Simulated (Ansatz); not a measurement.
A structure relaxed at PBE-D4/def2-SVP in Ansatz, charge 0, singlet:

```csv
atom,x (Å),y (Å),z (Å)
Si1,0.235,0.153,0.629
C2,-0.837,-1.433,0.279
C3,-2.075,-1.106,-0.576
C4,-1.310,-1.986,1.640
C5,0.002,-2.517,-0.425
H6,-2.724,-2.005,-0.677
H7,-2.697,-0.304,-0.126
H8,-1.803,-0.786,-1.602
H9,-1.987,-1.282,2.165
H10,-0.463,-2.211,2.322
H11,-1.871,-2.936,1.493
H12,0.882,-2.818,0.180
H13,0.373,-2.190,-1.416
H14,-0.611,-3.432,-0.588
C15,0.598,1.277,-0.918
C16,-0.650,2.094,-1.307
C17,1.067,0.448,-2.127
C18,1.723,2.259,-0.527
H19,-0.420,2.760,-2.169
H20,-1.501,1.451,-1.606
H21,-0.996,2.743,-0.477
H22,0.269,-0.218,-2.513
H23,1.947,-0.185,-1.886
H24,1.365,1.118,-2.964
H25,2.677,1.737,-0.310
H26,1.462,2.868,0.364
H27,1.918,2.969,-1.362
C28,1.891,-0.414,1.369
H29,2.438,0.440,1.818
H30,2.553,-0.875,0.608
H31,1.730,-1.163,2.172
C32,-0.659,1.216,1.926
H33,-0.669,0.712,2.913
H34,-1.711,1.423,1.643
H35,-0.149,2.193,2.057
```

Problem. Give its formula, name or SMILES and point group.

Solution. Si(tBu)2Me2 (C₁₀H₂₄Si). Point group C2 (tolerance 0.1 Å).

Problem. Summarise the bond lengths by kind (pairs closer than 1.2 times the sum of covalent radii, bridged metal pairs left out).

Solution. 6 × C–C 1.54 Å; 4 × C–Si 1.90 to 1.95 Å; 24 × C–H 1.11 Å.
